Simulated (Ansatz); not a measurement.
Geometry optimisation, RHF/6-31G* in Ansatz.

The input (input.yaml):

```yaml
crystal:
  periodic: [false, false, false]
  atoms:
    - { symbol: B, position_ang: [-0.095415, 0.517159, -0.475108] }
    - { symbol: "N", position_ang: [-0.036698, 0.011896, 2.229528] }
    - { symbol: H, position_ang: [-0.762618, -0.329804, 2.831745] }
    - { symbol: H, position_ang: [0.837385, -0.13495, 2.69925] }
    - { symbol: O, position_ang: [1.128354, 0.003158, -0.690725] }
    - { symbol: H, position_ang: [1.152296, -0.931267, -0.837674] }
    - { symbol: O, position_ang: [-1.285361, -0.082357, -0.656484] }
    - { symbol: H, position_ang: [-1.253233, -1.023862, -0.746216] }
    - { symbol: Cl, position_ang: [-0.151142, 2.306568, -0.086292] }
    - { symbol: H, position_ang: [-0.163966, 1.02716, 2.151676] }
basis:
  gaussian: { orbitals: "6-31G*" }
hamiltonian:
  xc: hf
relax:
  f_tol: 0.03
  max_steps: 50
```

Launched with:

```bash
$ ansatz run input.yaml --threads 1 --pin off --max-ram 2048MiB --backend cpu --events-out ev --progress --plain --runs-dir out
```

**Question.** Where does it end, and by what steps?

**Answer.** The forces met the threshold. The force dipped under the threshold on the way, but the program's further checks kept it going. After 26 steps the energy has fallen by 0.427 eV; Cl9 moved furthest, 2.74 Å.

```csv
step,energy less start (eV),largest force component (eV/Å),accepted
0,0.0000,1.124,yes
1,-0.0679,0.722,yes
2,-0.0833,0.384,yes
3,-0.0870,0.397,yes
4,-0.1000,0.401,yes
5,-0.1080,0.187,yes
6,-0.1212,0.533,yes
7,-0.1411,0.729,yes
8,-0.1802,0.576,yes
9,-0.2195,0.759,yes
10,-0.2656,0.482,yes
11,-0.3004,0.319,yes
12,-0.3332,0.386,yes
13,-0.3539,0.626,yes
14,-0.3753,0.298,yes
15,-0.3997,0.106,yes
16,-0.4077,0.276,yes
17,-0.3955,0.752,no
18,-0.4166,0.087,yes
19,-0.4209,0.021,yes
20,-0.4220,0.241,yes
21,-0.4243,0.085,yes
22,-0.4254,0.023,yes
23,-0.4245,0.213,no
24,-0.4264,0.029,yes
25,-0.4262,0.142,no
26,-0.4271,0.028,yes
```

```xyz
10
Properties=species:S:1:pos:R:3
B -0.128 0.812 -1.059
N 0.129 -0.530 2.329
H -0.475 -1.325 2.430
H 1.042 -0.825 2.626
O 0.967 0.580 -0.323
H 0.766 0.218 0.539
O -1.394 0.572 -0.648
H -1.434 0.217 0.230
Cl 0.078 1.483 -2.694
H -0.180 0.161 2.989
```

Whether the end is a true minimum wasn't checked by a vibrational analysis.

The run took 59 s on 1 thread of Arm Neoverse V1, on a shared host, peak memory 0.17 GiB.
